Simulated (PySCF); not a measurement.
Compound: C6H10ClFSi.
Atom-mapped SMILES: `[F:1][Si:2]1([Cl:3])[CH2:4][CH2:5][CH:6]=[CH:7][CH2:8][CH2:9]1`

Structure used (GFN2-xTB), in Å, numbered top down from 1:
```
atom  x, y, z in Å
F1     0.3918    2.4270   -1.1768
Si2    0.1806    1.6703    0.2484
Cl3    0.2409    3.1230    1.6482
C4     1.6609    0.4913    0.4017
C5     1.4783   -0.8095   -0.3997
C6     0.4445   -1.6888    0.2339
C7    -0.8659   -1.5297    0.1250
C8    -1.5441   -0.4437   -0.6519
C9    -1.5411    0.8786    0.1344
H10    2.5533    1.0054    0.0364
H11    1.8548    0.2341    1.4440
H12    1.1927   -0.5618   -1.4242
H13    2.4313   -1.3405   -0.4363
H14    0.8262   -2.4909    0.8511
H15   -1.5219   -2.2051    0.6571
H16   -2.5767   -0.7345   -0.8541
H17   -1.0438   -0.2925   -1.6107
H18   -2.2151    1.5823   -0.3601
H19   -1.9566    0.6942    1.1261
```

NICS is the negative of the GIAO shielding at a point without a nucleus: at the ring centre (0) and 1 Å above and below it (1); zz is the component along the ring normal. Level: GIAO PBE0/pcSseg-1 (PySCF, non-relativistic, gas phase) on the GFN2-xTB geometry, one conformer.

Ring bond lengths (Å), with Mayer bond orders in brackets: Si2–C4 1.899 (0.91), C4–C5 1.539 (1.03), C5–C6 1.498 (1.04), C6–C7 1.325 (1.94), C7–C8 1.498 (1.04), C8–C9 1.538 (1.02), C9–Si2 1.898 (0.91).

Task: Give the NICS values of each ring in ppm.

Result: 
```tsv
ring	type	NICS(0)	NICS(1), two faces	NICS(1)zz, two faces	rms pucker (Å)	centre to ring atoms, mean (Å)
Si2–C4–C5–C6–C7–C8–C9	7-membered ring with Si; formal bonds 1 double, 6 single	-0.9	-3.8 / -0.8	0.8 / 6.0	0.33	1.73
```

Task: What can be read from them?

Result: 
- Si2–C4–C5–C6–C7–C8–C9: mean NICS(1)zz 3.4 ppm, deshielded. Si2, C4, C5, C8, C9 have four or more neighbours, so the value isn't read as a sign of a π ring current. The two faces differ by 5.2 ppm, so no symmetry operation interchanges them.

Task: What field does 1 T along the ring normal induce along that normal at the second NICS(1) probe listed for ring Si2–C4–C5–C6–C7–C8–C9, 1 Å off the ring?

Result: NICSzz × B0 = 6.0 ppm × 1 T = 6 μT, along the applied field.

Task: Give the inner angles of the rings and the Hirshfeld charges of the ring atoms.

Result: 
- Si2–C4–C5–C6–C7–C8–C9: Si2 116.9° (+0.449 e), C4 113.0° (-0.161 e), C5 111.0° (-0.065 e), C6 125.3° (-0.048 e), C7 125.3° (-0.048 e), C8 110.9° (-0.065 e), C9 113.0° (-0.161 e); sum 815.4° against 900° for a flat convex ring.
